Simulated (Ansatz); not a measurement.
Reaction (substitution at a C–Al bond): `C=[CH][AlH][CH2][SiH3]` + H₂S → `[SiH3]CS` + `C=[CH][AlH2]`

Isolated molecules relaxed with PBE0-D4/def2-TZVP in Ansatz; ΔE leaves out vibrations. CBS: MP2 limit from def2 TZ/QZ plus the TZ coupled-cluster correction, frozen cores. This one scheme is used for every species. Functionals use def2-TZVPP. B3LYP here is the variant with VWN-RPA as its local correlation; programs differ in this. Each species was taken in one conformer, which may not be the lowest.

`C=[CH][AlH][CH2][SiH3]`:

Z-matrix (Å, degrees):
```
C
Si 1 1.864
Al 1 1.952 2 113.8
H 1 1.096 2 108.2 3 120.8
H 1 1.096 2 107.9 3 -122.9
H 2 1.490 1 113.0 3 -170.4
H 2 1.489 1 110.2 3 68.7
H 2 1.492 1 110.6 3 -49.8
C 3 1.941 1 118.8 2 -79.4
H 3 1.589 1 119.9 2 99.5
C 9 1.336 3 121.0 1 2.6
H 9 1.091 3 122.6 1 -178.3
H 11 1.089 9 123.0 3 179.2
H 11 1.088 9 122.0 3 -0.5
```

H₂S:

```xyz
3

S     0.450    0.426    0.011
H     0.419   -0.898    0.220
H    -0.869    0.472   -0.230
```

`[SiH3]CS`:

Cartesian coordinates in Å:
```
Si -0.418 0.974 0.205
C -0.018 -0.658 -0.632
S 0.668 -1.855 0.544
H -1.451 0.764 1.250
H -0.912 1.968 -0.788
H 0.819 1.505 0.837
H -0.942 -1.112 -1.000
H 0.646 -0.533 -1.490
H 1.609 -1.054 1.073
```

`C=[CH][AlH2]`:

Cartesian coordinates in Å:
```
C -1.206 0.655 0.150
C -0.039 0.244 0.655
Al 1.190 -0.754 -0.464
H -1.490 0.444 -0.880
H -1.937 1.219 0.728
H 0.163 0.500 1.695
H 2.592 -1.268 0.074
H 0.727 -1.039 -1.957
```

```json
{"level": "PBE-D4", "ΔE (kcal/mol)": "17.2", "difference from CCSD(T)/CBS": "-0.6"}
{"level": "r2SCAN-D4", "ΔE (kcal/mol)": "18.5", "difference from CCSD(T)/CBS": "0.7"}
{"level": "PBE0-D4", "ΔE (kcal/mol)": "17.6", "difference from CCSD(T)/CBS": "-0.2"}
{"level": "B3LYP-D4", "ΔE (kcal/mol)": "17.2", "difference from CCSD(T)/CBS": "-0.6"}
{"level": "ωB97X-V", "ΔE (kcal/mol)": "16.8", "difference from CCSD(T)/CBS": "-1.0"}
{"level": "ωB97M-V", "ΔE (kcal/mol)": "17.7", "difference from CCSD(T)/CBS": "-0.1"}
{"level": "B2PLYP", "ΔE (kcal/mol)": "17.0", "difference from CCSD(T)/CBS": "-0.8"}
{"level": "PBE", "ΔE (kcal/mol)": "16.6", "difference from CCSD(T)/CBS": "-1.2"}
{"level": "r2SCAN", "ΔE (kcal/mol)": "18.1", "difference from CCSD(T)/CBS": "0.3"}
{"level": "PBE0", "ΔE (kcal/mol)": "17.0", "difference from CCSD(T)/CBS": "-0.8"}
{"level": "B3LYP", "ΔE (kcal/mol)": "16.3", "difference from CCSD(T)/CBS": "-1.5"}
{"level": "HF/def2-TZVPP", "ΔE (kcal/mol)": "15.4", "difference from CCSD(T)/CBS": "-2.4"}
{"level": "MP2/def2-TZVPP", "ΔE (kcal/mol)": "18.2", "difference from CCSD(T)/CBS": "0.4"}
{"level": "SCS-MP2/def2-TZVPP", "ΔE (kcal/mol)": "17.1", "difference from CCSD(T)/CBS": "-0.7"}
{"level": "CCSD/def2-TZVPP", "ΔE (kcal/mol)": "17.9", "difference from CCSD(T)/CBS": "0.1"}
{"level": "CCSD(T)/def2-TZVPP", "ΔE (kcal/mol)": "18.1", "difference from CCSD(T)/CBS": "0.3"}
{"level": "HF/def2-QZVPP", "ΔE (kcal/mol)": "15.4", "difference from CCSD(T)/CBS": "-2.4"}
{"level": "MP2/def2-QZVPP", "ΔE (kcal/mol)": "18.1", "difference from CCSD(T)/CBS": "0.3"}
{"level": "SCS-MP2/def2-QZVPP", "ΔE (kcal/mol)": "17.0", "difference from CCSD(T)/CBS": "-0.8"}
{"level": "HF/CBS(def2)", "ΔE (kcal/mol)": "15.4", "difference from CCSD(T)/CBS": "-2.4"}
{"level": "MP2/CBS(def2)", "ΔE (kcal/mol)": "18.0", "difference from CCSD(T)/CBS": "0.2"}
{"level": "CCSD/CBS(def2)", "ΔE (kcal/mol)": "17.7", "difference from CCSD(T)/CBS": "-0.1"}
{"level": "CCSD(T)/CBS", "ΔE (kcal/mol)": "17.8", "difference from CCSD(T)/CBS": "0"}
```

Largest T1 diagnostic among the species: 0.011.

In def2-TZVPP, CCSD(T) changes the Hartree–Fock value by +2.7 kcal/mol (the triples alone add +0.1 kcal/mol) and MP2 by +2.8 kcal/mol. The D4 term adds +0.8 kcal/mol with B3LYP and +0.7 kcal/mol with PBE0; it sums over pairs of atoms, weighted by their polarisabilities, and B3LYP, whose exchange is more repulsive, gets the larger term.
